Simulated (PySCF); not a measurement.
Species: C₅H₆ClFO₂.
Numbering: `[CH3:1][O:2][C@@H:3]1[CH2:4][C@:5]1([F:6])[C:7](=[O:8])[Cl:9]` (hydrogens: H10, H11, H12 on C1; H13 on C3; H14, H15 on C4)

Geometry (GFN2-xTB, Å), atoms numbered from 1 in this order:
```xyz
15
C5H6ClFO2 angstrom
C     -1.6502   -0.9822   -1.0616
O     -1.3296    0.1419   -0.2644
C     -0.5021   -0.1374    0.7873
C      0.3748    0.9423    1.3122
C      1.0265   -0.2058    0.5749
F      1.6679   -1.1335    1.3395
C      1.5708    0.0087   -0.7705
O      1.2594    0.8754   -1.5233
Cl     2.7576   -1.2126   -1.2285
H     -2.1609   -1.7498   -0.4703
H     -0.7504   -1.4131   -1.5132
H     -2.3108   -0.6176   -1.8437
H     -0.8640   -0.8960    1.4829
H      0.5511    0.9999    2.3746
H      0.3553    1.8823    0.7821
```

Computed at PBE0/pcSseg-1 (PySCF, non-relativistic), with Q(17O) = −0.0256 b, Q(35Cl) = −0.0817 b: O2, 17O (I = 5/2): χzz = -12.04 MHz, η = 0.925; O8, 17O (I = 5/2): χzz = 9.338 MHz, η = 0.355; Cl9, 35Cl (I = 3/2): χzz = -65.08 MHz, η = 0.323.

Problem. Find the zero-field quadrupole resonance frequencies of 17O at O2.

Solution. From the eigenvalues of H = χ/[4I(2I − 1)] × [3Iz² − I(I + 1) + η(Ix² − Iy²)], steps between neighbouring levels, labelled as for η = 0: ±1/2↔±3/2 3.030 MHz, ±3/2↔±5/2 3.223 MHz (ether oxygen).

Problem. Find the zero-field quadrupole resonance frequencies of 17O at O8.

Solution. From the eigenvalues of H = χ/[4I(2I − 1)] × [3Iz² − I(I + 1) + η(Ix² − Iy²)], steps between neighbouring levels, labelled as for η = 0: ±1/2↔±3/2 1.581 MHz, ±3/2↔±5/2 2.736 MHz (carbonyl oxygen).

Problem. Find the zero-field quadrupole resonance frequencies of 35Cl at Cl9.

Solution. From ν = (|χ|/2)√(1 + η²/3): ν = 33.10 MHz (chlorine bonded to C). For 37Cl the ratio of quadrupole moments, 0.7881, gives 26.08 MHz.

In a crystal, neighbours and librations shift these lines. Geometry: GFN2-xTB, one conformer, isolated molecule. GFN2-xTB bond lengths can be off by several hundredths of an ångström, more for odd bonds, and the gradients follow them. The small basis limits the accuracy of the gradients.

The run behind these numbers computed NMR shieldings as well. Cost: about 90 s of CPU time on one thread; the machine was shared, so the figure is rough.
